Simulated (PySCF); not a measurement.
C₅H₁₁F₃Si₂.
SMILES with atom numbers: `[CH3:1][Si:2]1([CH2:3][C:4]([F:5])([F:6])[F:7])[CH2:8][SiH2:9][CH2:10]1`

Geometry (GFN2-xTB, Å), atoms numbered from 1 in this order:
```xyz
21
C5H11F3Si2 angstrom
C      0.0489    2.1860   -0.0630
Si     0.1644    0.3026    0.1325
C     -1.5265   -0.4335    0.6690
C     -2.5872   -0.0994   -0.3228
F     -2.8582    1.2172   -0.3782
F     -2.2645   -0.4627   -1.5775
F     -3.7680   -0.7002   -0.0638
C      1.5396   -0.3490    1.3045
Si     2.3547   -1.3548   -0.1124
C      0.9859   -0.6897   -1.2872
H     -0.5726    2.4594   -0.9100
H      1.0346    2.6111   -0.2216
H     -0.3784    2.6535    0.8193
H     -1.8466   -0.0511    1.6356
H     -1.4672   -1.5176    0.7340
H      2.1731    0.4333    1.7101
H      1.2028   -0.9428    2.1489
H      3.7048   -0.9125   -0.4616
H      2.3258   -2.8045    0.0886
H      0.3645   -1.4535   -1.7452
H      1.3613   -0.0747   -2.0995
```

NICS = −σ at a ghost point: NICS(0) at the centroid of the ring atoms, NICS(1) 1 Å to either side along the normal of their mean plane, zz for the tensor component along that normal. Level: GIAO PBE0/pcSseg-1 (PySCF, non-relativistic, gas phase) on the GFN2-xTB geometry, one conformer.

Ring bond lengths (Å), with Mayer bond orders in brackets: Si2–C8 1.921 (0.90), C8–Si9 1.919 (0.91), Si9–C10 1.923 (0.92), C10–Si2 1.917 (0.92).

Give the NICS values of each ring in ppm.

| ring | type | NICS(0) | NICS(1), two faces | NICS(1)zz, two faces | rms pucker (Å) | centre to ring atoms, mean (Å) |
| --- | --- | --- | --- | --- | --- | --- |
| Si2–C8–Si9–C10 | 4-membered ring with 2 Si; formal bonds all single | 0.4 | -1.0 / -0.9 | 5.1 / 5.5 | 0.00 | 1.36 |

What can be read from them?

- Si2–C8–Si9–C10: mean NICS(1)zz 5.3 ppm, deshielded. Si2, C8, Si9, C10 have four or more neighbours, so the value isn't read as a sign of a π ring current.

At the first NICS(1) probe listed for ring Si2–C8–Si9–C10, 1 Å off the ring, how large is the induced field along the normal in 14.1 T applied along it?

NICSzz × B0 = 5.1 ppm × 14.1 T = 72 μT, along the applied field.

List the ring angles and the Hirshfeld charges of the ring atoms.

- Si2–C8–Si9–C10: Si2 88.3° (+0.400 e), C8 91.8° (-0.264 e), Si9 88.1° (+0.343 e), C10 91.8° (-0.263 e); sum 360.0° against 360° for a flat convex ring.
